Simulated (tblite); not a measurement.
Compound: C3H6O3S (charge +1 and doublet state).
Geometry (GFN2-xTB, Å), atoms numbered from 1 in this order:
```
atom  x, y, z in Å
C1     1.9072    0.3935   -0.3742
S2     1.0492   -0.5081    0.9522
O3     0.9237   -1.8875    0.5777
C4    -0.6361    0.2433    0.9498
C5    -1.3319   -0.0220   -0.4000
O6    -0.8177    0.2444   -1.4497
O7    -2.5053   -0.5459   -0.2061
H8     2.2180    1.3660   -0.0059
H9     1.1817    0.4931   -1.1929
H10    2.7706   -0.1802   -0.7027
H11   -1.2398   -0.1930    1.7470
H12   -0.5169    1.3149    1.1119
H13   -3.0071   -0.7182   -1.0248
```

Computed geometry: GFN2-xTB, gas phase. This method treats the open shell by occupation alone, without spin polarisation.

Masses are those of the commonest isotopes; rigid-rotor values at the optimised geometry. The values belong to one conformer with, in the numbering `[CH3:1][S@:2](=[O:3])[CH2:4][C:5](=[O+:6])[OH:7]`, C1–S2–C4–C5 63°, S2–C4–C5–O6 -52°, C4–C5–O7–H 179°.

Q: What are A, B and C (cm⁻¹)?

A: Ia = 132.61, Ib = 316.70, Ic = 364.21 u·Å²; 505379 MHz·u·Å²/I gives 3811, 1596 and 1388 MHz, that is A = 0.12713, B = 0.05323, C = 0.04629 cm⁻¹.

Q: What kind of rotor is it?

A: An asymmetric top: κ = (2 × 1596 − 3811 − 1388)/(3811 − 1388) = -0.83.

Q: Is it planar, by Δ = Ic − Ia − Ib?

A: Not planar: Δ = Ic − Ia − Ib = -85.10 u·Å². For a rigid frame Δ = −2 Σ m c², so Σ m c² = 42.55 u·Å² lies off the ab plane: 7.48 from hydrogen and 35.07 from heavier atoms. The atom farthest from that plane is 1.95 Å away.

Q: List the rotational levels J(Ka,Kc) to J = 5 (cm⁻¹).

A: Above 0(0,0):
J = 1: 1(0,1) 0.0995, 1(1,1) 0.1734, 1(1,0) 0.1804
J = 2: 2(0,2) 0.2981, 2(1,2) 0.3655, 2(1,1) 0.3863, 2(2,1) 0.6080, 2(2,0) 0.6085
J = 3: 3(0,3) 0.5948, 3(1,3) 0.6533, 3(1,2) 0.6950, 3(2,2) 0.9066, 3(2,1) 0.9089, 3(3,1) 1.2937, 3(3,0) 1.2937
J = 4: 4(0,4) 0.9883, 4(1,4) 1.0366, 4(1,3) 1.1059, 4(2,3) 1.3043, 4(2,2) 1.3111, 4(3,2) 1.6926, 4(3,1) 1.6928, 4(4,1) 2.2334, 4(4,0) 2.2334
J = 5: 5(0,5) 1.4771, 5(1,5) 1.5150, 5(1,4) 1.6186, 5(2,4) 1.8008, 5(2,3) 1.8164, 5(3,3) 2.1916, 5(3,2) 2.1921, 5(4,2) 2.7320, 5(4,1) 2.7320, 5(5,1) 3.4274, 5(5,0) 3.4274

Q: Estimate the classical rotational partition function at 25 K, 50 K and 100 K.

A: Point group C1, symmetry number σ = 1; q = (√π/σ)·√((kT/h)³/(ABC)), k/h = 20836.6 MHz/K: 7250 at 25 K, 20500 at 50 K, 58000 at 100 K.

For this open shell read J as N, the rotation without spin; fine and hyperfine splittings come on top. Its GFN2-xTB frequencies are all real (lowest 51 cm⁻¹). No vibrational averaging or centrifugal distortion is included, and the geometry carries the error of its method.

On one thread of an Arm Neoverse V1, no GPU, shared host with 64 logical CPUs at a one-minute load of 42, this took 0.83 s wall. This is the geometry optimisation.
